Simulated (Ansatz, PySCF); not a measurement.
Reaction (SMILES): CC(C)CCO → CC(C)[CH]CO + H atom (the C-H bond at the site shown breaks; other sites are not compared here)
Geometries: B3LYP-D3(BJ)/def2-TZVP minima from Ansatz (a program for electronic structure), one conformer each, not searched for the lowest.
Geometry of the first species:
SMILES: CC(C)CCO
```xyz
18

C     -2.0355     0.9496     0.7104
C     -0.9011    -0.0693     0.5970
C     -1.4080    -1.3676    -0.0351
C      0.2782     0.5358    -0.1727
C      1.5162    -0.3390    -0.2177
O      2.5600     0.4114    -0.8379
H     -2.4179     1.2131    -0.2796
H     -1.6967     1.8691     1.1917
H     -2.8682     0.5502     1.2930
H     -0.5554    -0.3002     1.6121
H     -2.2722    -1.7535     0.5096
H     -1.7168    -1.1960    -1.0702
H     -0.6467    -2.1488    -0.0395
H     -0.0304     0.7642    -1.1980
H      0.5608     1.4865     0.2877
H      1.8025    -0.6282     0.8026
H      1.3215    -1.2571    -0.7829
H      3.3400    -0.1469    -0.9143
```
Charge 0, spin multiplicity 1.

Quantity: bond dissociation energy (enthalpy at 298 K, with B3LYP-D3(BJ) rigid-rotor harmonic-oscillator terms from PySCF), in kJ/mol. Correlated levels leave the core frozen unless marked. UHF or UKS for open shells. Spin-orbit coupling is left out. Non-relativistic. Basis-set limits of correlation are two-point, X^-3; Hartree-Fock from the larger set. [CCSD(T)-MP2]/basis is that difference in the basis named.

```json
[
 {"level": "SVWN5/def2-TZVPD", "program": "Ansatz", "bond dissociation energy (kJ/mol)": "443.6"},
 {"level": "PBE/def2-TZVPD", "program": "Ansatz", "bond dissociation energy (kJ/mol)": "392.7"},
 {"level": "BLYP/def2-TZVPD", "program": "Ansatz", "bond dissociation energy (kJ/mol)": "?"},
 {"level": "revPBE/def2-TZVPD", "program": "Ansatz", "bond dissociation energy (kJ/mol)": "383.0"},
 {"level": "r2SCAN-D4/def2-TZVPD", "program": "Ansatz + dftd4", "bond dissociation energy (kJ/mol)": "?"},
 {"level": "B3LYP/def2-TZVPD", "program": "Ansatz", "bond dissociation energy (kJ/mol)": "400.6"},
 {"level": "PBE0-D3(BJ)/def2-TZVPD", "program": "Ansatz + dftd3", "bond dissociation energy (kJ/mol)": "397.6"},
 {"level": "PBE0/def2-TZVPD", "program": "Ansatz", "bond dissociation energy (kJ/mol)": "395.5"},
 {"level": "BHLYP/def2-TZVPD", "program": "Ansatz", "bond dissociation energy (kJ/mol)": "399.4"},
 {"level": "HSE06/def2-TZVPD", "program": "Ansatz", "bond dissociation energy (kJ/mol)": "395.7"},
 {"level": "CAM-B3LYP-D3(BJ)/def2-TZVPD", "program": "Ansatz + dftd3", "bond dissociation energy (kJ/mol)": "407.4"},
 {"level": "LC-wPBE-D3(BJ)/def2-TZVPD", "program": "Ansatz + dftd3", "bond dissociation energy (kJ/mol)": "399.4"},
 {"level": "LC-wPBE-D4/def2-TZVPD", "program": "Ansatz + dftd4", "bond dissociation energy (kJ/mol)": "399.6"},
 {"level": "LC-wPBE/def2-TZVPD", "program": "Ansatz", "bond dissociation energy (kJ/mol)": "397.3"},
 {"level": "wB97M-V/def2-TZVPD", "program": "Ansatz", "bond dissociation energy (kJ/mol)": "?"},
 {"level": "B2PLYP-D3(BJ)/def2-TZVPD", "program": "Ansatz + dftd3", "bond dissociation energy (kJ/mol)": "406.1"},
 {"level": "CCSD/cc-pVTZ", "program": "Ansatz", "bond dissociation energy (kJ/mol)": "411.7"},
 {"level": "RI-MP2/CBS(cc-pVTZ,cc-pVQZ)+[CCSD(T)-MP2]/cc-pVTZ", "program": "Ansatz", "bond dissociation energy (kJ/mol)": "421.4"}
]
```

### Question
Some entries are withheld; supply them.

### Answer

- BLYP/def2-TZVPD, bond dissociation energy (kJ/mol): 391.3
- r2SCAN-D4/def2-TZVPD, bond dissociation energy (kJ/mol): 390.5
- wB97M-V/def2-TZVPD, bond dissociation energy (kJ/mol): 414.8
